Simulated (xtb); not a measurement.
C2H4NO, SMILES [N](C)C=O (connectivity only; charge and spin as stated), charge -1, multiplicity 1. All values are semi-empirical tight-binding results from xtb (GFN2-xTB unless named), good for trends rather than for accurate numbers. The structure is a stationary point at GFN2-xTB. The multiplicity is an assumed one; other spin states were not compared. The isomer is the one that the SMILES or the coordinates give; other isomers of the formula were not compared. The values are those of a single conformer.

The point group as xtb finds it is Cs and the orbital gap comes out as 5.15 eV. The zero-point energy is 36.4 kcal/mol. The G − E(el) at 298.15 K (modified RRHO) is 19.4 kcal/mol. The static polarisability (D4 model) is 42.6 bohr³. The solvation energy, GFN2-xTB/ALPB(water) is -67.6 kcal/mol and the solvation energy, GFN2-xTB/ALPB(toluene) is -51.8 kcal/mol.

**Question.** Give the IR lines (harmonic; lines under 4 % of the strongest left out, lines within 3 cm⁻¹ merged). (Estimate from the structure and the level; the computed values follow.)

**Answer.** ν (cm⁻¹): 911 (w), 1132 (w), 1303 (m), 1375 (w), 1745 (vs), 2441 (vs), 2802 (m), 2825 (m), 2859 (m) (against the strongest line: vs over 80 %, s over 45 %, m over 15 %, w over 4 %, vw less)
